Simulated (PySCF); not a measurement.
**Ionisation energy of Cl⁺ by level of theory**

Cl⁺ [Ne] 3s2 3p4 [3p1/2^2 3p3/2^2, M_J = 2] → Cl²⁺ [Ne] 3s2 3p3 [3p1/2^2 3p3/2^1, M_J = 3/2], as a difference of total energies. Computed with PySCF 2.14 in x2c-TZVPall-2c, with the two-component X2C-1e Hamiltonian. Correlated levels: [Ne] frozen; the 6 highest virtual spinors dropped. "Screened" scales the spin-orbit matrix elements by Boettger's factors to mimic the two-electron term; Breit and QED terms are absent.

Task: Order these methods by the ionisation energy they give, lowest first.
A. GHF (screened spin-orbit)
B. GMP2 (spin-free)
C. GMP2 (screened spin-orbit)
D. GHF (spin-free)

Result: D (22.424 eV), A (22.470 eV), B (23.338 eV), C (23.382 eV).

Errors of the correlated levels include the incompleteness of this basis and the frozen core.

The labels give the starting determinants; with spin-orbit coupling the two ends relaxed to ⟨J²⟩ = 6.01, ⟨L²⟩ = 2.02, ⟨S²⟩ = 2.00 and ⟨J²⟩ = 3.75, ⟨L²⟩ = 0.00, ⟨S²⟩ = 3.75.

For comparison: 23.814 eV (measured; NIST Atomic Spectra Database, ionization energies).
